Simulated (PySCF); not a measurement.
First SCF of a structure search on singlet WN₂, at a hand-made bent geometry. PySCF input:

```python
from pyscf import gto, scf, dft
mol = gto.M(atom='''
W      0.000000     0.000000     0.000000
N      1.474500     0.000000     1.032400
N     -1.474500     0.000000     1.032400''',
    basis={'W': 'def2-TZVP', 'N': 'def2-TZVP'},
    ecp={'W': 'def2-TZVP'},
    charge=0, spin=0)
mf = dft.RKS(mol, xc='PBE0')
mf.grids.atom_grid = (50, 194)
aux = {'W': 'def2-universal-JKFIT', 'N': 'def2-universal-JKFIT'}
mf = mf.density_fit(auxbasis=aux)
mf.conv_tol = 1e-08
mf.diis_space = 10
mf.max_cycle = 60
mf.init_guess = 'minao'
mf.verbose = 4
mf.kernel()
```

Excerpt of the output (cycles and frontier levels):

```
init E= -156.614786198629
  HOMO = -0.408883981703397  LUMO = -0.289950311358854  gap/eV = 3.23635
cycle= 1 E= -175.565011271813  delta_E=  -19  |g|= 1.76  |ddm|= 8.56
  HOMO = -0.269483165817551  LUMO = -0.169044844878654  gap/eV = 2.73307
cycle= 2 E= -165.325465127364  delta_E= 10.2  |g|= 5.72  |ddm|= 5.73
  HOMO = -0.165655136072782  LUMO = -0.162717314381747  gap/eV = 0.07994
cycle= 3 E= -175.868379680188  delta_E= -10.5  |g|= 1.32  |ddm|=  4.3
  HOMO = -0.227945179846477  LUMO = -0.214077200963181  gap/eV = 0.37737
cycle= 4 E= -176.259755679516  delta_E= -0.391  |g|= 0.492  |ddm|=  2.2
  HOMO = -0.206096053320088  LUMO = -0.186687079022994  gap/eV = 0.52815
cycle= 5 E= -176.312985710749  delta_E= -0.0532  |g|= 0.141  |ddm|= 0.257
  HOMO = -0.217089601744203  LUMO = -0.177852781538054  gap/eV = 1.06769
cycle= 6 E= -176.318283324155  delta_E= -0.0053  |g|= 0.035  |ddm|= 0.0947
  HOMO = -0.214839047128631  LUMO = -0.171545656913764  gap/eV = 1.17807
cycle= 7 E= -176.318621813539  delta_E= -0.000338  |g|= 0.00704  |ddm|= 0.0345
  HOMO = -0.215809236716431  LUMO = -0.17182394324813  gap/eV = 1.19690
cycle= 8 E= -176.318631581267  delta_E= -9.77e-06  |g|= 0.00508  |ddm|= 0.00754
  HOMO = -0.215904909570073  LUMO = -0.171492602645159  gap/eV = 1.20852
cycle= 9 E= -176.318635619574  delta_E= -4.04e-06  |g|= 0.00356  |ddm|= 0.00352
  HOMO = -0.215975738056068  LUMO = -0.171350703958735  gap/eV = 1.21431
cycle= 10 E= -176.318638335305  delta_E= -2.72e-06  |g|= 0.000879  |ddm|= 0.00213
  HOMO = -0.216022760422225  LUMO = -0.171342607306251  gap/eV = 1.21581
cycle= 11 E= -176.318638504123  delta_E= -1.69e-07  |g|= 8.81e-05  |ddm|= 0.000596
  HOMO = -0.216029936667173  LUMO = -0.171351488157086  gap/eV = 1.21576
cycle= 12 E= -176.318638507549  delta_E= -3.43e-09  |g|= 1.59e-05  |ddm|= 0.000171
  HOMO = -0.216030513771077  LUMO = -0.171353439612778  gap/eV = 1.21573
Extra cycle  E= -176.318638507486  delta_E= 6.34e-11  |g|= 4.55e-05  |ddm|= 7.59e-05
converged SCF energy = -176.318638507486
```

This is not the lowest solution: all starts ended here, but a stability analysis within the same restricted form found one 6.3 kJ/mol lower, at -176.32105 Eh.

At the minimum of this search the closed-shell solution is unstable towards spin polarisation, so a lower open-shell solution exists. No spin–orbit coupling is included, which matters more the heavier the element.

The search for the lowest solution, 3 starts and the stability check together, took 10 s on 2 threads of a shared Arm Neoverse V1 host, with 102 basis functions; the process peaked at 0.38 GiB.
